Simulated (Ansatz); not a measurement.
Two isomers of C3H7FSi: A = `C[Si@H]1C[C@H]1F`, B = `C/C=C(\F)[SiH3]`.

Computed with Ansatz on PBE0-D4/def2-TZVP structures; ΔE is electronic, products minus reactants. CCSD(T)/CBS is the MP2 limit (def2-TZVPP, def2-QZVPP) plus CCSD(T) − MP2 in def2-TZVPP, frozen cores. Functionals use def2-TZVPP. B3LYP here is the variant with VWN-RPA as its local correlation; programs differ in this.

Which is lower in electronic energy at CCSD(T)/CBS, and by how much? (An estimate is asked.)

The calculation gave: B, by 26.9 kJ/mol.

Give E(B) − E(A) in kJ/mol with CCSD/def2-TZVPP, ωB97M-V, MP2/def2-TZVPP, r2SCAN-D4, B3LYP, B3LYP-D4, PBE0-D4. (Best estimate.)

The calculation gave: CCSD/def2-TZVPP -31.1, ωB97M-V -19.6, MP2/def2-TZVPP -20.7, r2SCAN-D4 -17.9, B3LYP -36.2, B3LYP-D4 -35.4, PBE0-D4 -12.9. None reverses the order clearly.

Largest T1 diagnostic: 0.012.

From PBE to PBE0 (25 % exact exchange), in def2-TZVPP and without D4, E(B) − E(A) moves by +3.0 kJ/mol. In def2-TZVPP, CCSD(T) changes the Hartree–Fock value by +27.7 kJ/mol (the triples alone add +0.9 kJ/mol) and MP2 by +37.2 kJ/mol.
